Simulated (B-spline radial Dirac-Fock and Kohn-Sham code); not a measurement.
## Auger parameter of platinum: the M5 level and its strongest M5-NN line

These are calculated numbers from a radial finite-basis atomic code; the model is Dirac-Fock ΔSCF + Breit + QED. The modified Auger parameter α′ is the binding energy plus the kinetic energy of the Auger electron; it does not depend on the energy zero. For free ions it tends to fall with charge, since less charge screens the final holes.

```
            species      configuration  binding 3d5/2 (eV)  Auger line  kinetic (eV)  α′ (eV)
               Pt²⁺  [Xe] 4f14 5d7 6p1              2159.6    N6N7 J=6        1912.1   4071.7
               Pt³⁺      [Xe] 4f14 5d7              2169.3    N6N7 J=6        1901.5   4070.7
Pt³⁺ (Watson 1.6 Å)      [Xe] 4f14 5d7              2142.5    N6N7 J=6        1928.4   4070.8
Pt³⁺ (Watson 1.8 Å)      [Xe] 4f14 5d7              2145.3    N6N7 J=6        1925.4   4070.8
               Pt⁴⁺      [Xe] 4f14 5d6              2186.2    N6N7 J=6        1883.6   4069.8
               Pt⁴⁺  [Xe] 4f14 5d5 6p1              2192.8    N6N7 J=6        1877.1   4070.0
Pt⁴⁺ (Watson 2.4 Å)      [Xe] 4f14 5d6              2162.2    N6N7 J=6        1907.6   4069.8
               Pt⁵⁺      [Xe] 4f14 5d5              2204.4    N6N7 J=6        1864.9   4069.3
Pt⁵⁺ (Watson 2.7 Å)      [Xe] 4f14 5d5              2177.7    N6N7 J=6        1891.5   4069.3
               Pt⁶⁺      [Xe] 4f14 5d4              2223.6    N6N7 J=6        1845.3   4068.9
               Pt⁷⁺      [Xe] 4f14 5d3              2243.8    N6N7 J=6        1825.0   4068.8
```
